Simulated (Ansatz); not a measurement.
A made-up structure of Si$_{2}$H$_{3}$OF, closed shell:

| atom | x (Å) | y (Å) | z (Å) |
| --- | --- | --- | --- |
| F1 | 0.6393 | -1.8295 | 1.6087 |
| Si2 | -0.4287 | -2.1655 | 0.4415 |
| O3 | -0.5383 | -0.7365 | -0.3346 |
| Si4 | -0.0256 | 0.8371 | -0.4067 |
| H5 | -1.0024 | -3.4553 | 0.5953 |
| H6 | -0.3857 | 1.5378 | 0.8500 |
| H7 | 1.4440 | 0.8758 | -0.6033 |

It is relaxed with PBE-D4/def2-SVP and then PBE0-D4/def2-TZVP (Ansatz 0.2.0). Atoms count as bonded within 1.22 times the sum of their covalent radii (H–H: 0.88 Å). The end point is not checked to be a true minimum.

Q: Does its bonding change? (Judge from chemistry; the calculation decides.)

A: The calculation gives: No: no bond forms or breaks.

Where it ends: The first stage lowers the energy by 1.90 eV in 14 steps. It ends as Si₂H₃OF ([F][SiH][O][SiH2]):
```
atom    x (Å)    y (Å)    z (Å)
  F1  -0.2980  -2.1165   2.1924
 Si2   0.0996  -2.3239   0.6445
  O3  -0.0287  -0.8437  -0.0757
 Si4  -0.0652   0.7621  -0.2125
  H5  -1.0484  -3.1007   0.0656
  H6   0.4355   1.4721   0.9945
  H7   0.6079   1.2145  -1.4581
```

Labels in which every atom is bracketed show which atoms are joined, not bond orders.

For scale, one of the runs: PBE0-D4/def2-TZVP relaxation, 154 basis functions, launched by `ansatz run in.yaml --threads 2 --pin off --events-out ev --progress --plain --max-ram 4352MiB`. Hardware: 2 CPU threads of an Arm Neoverse V2, shared host. Wall time about 39 s.
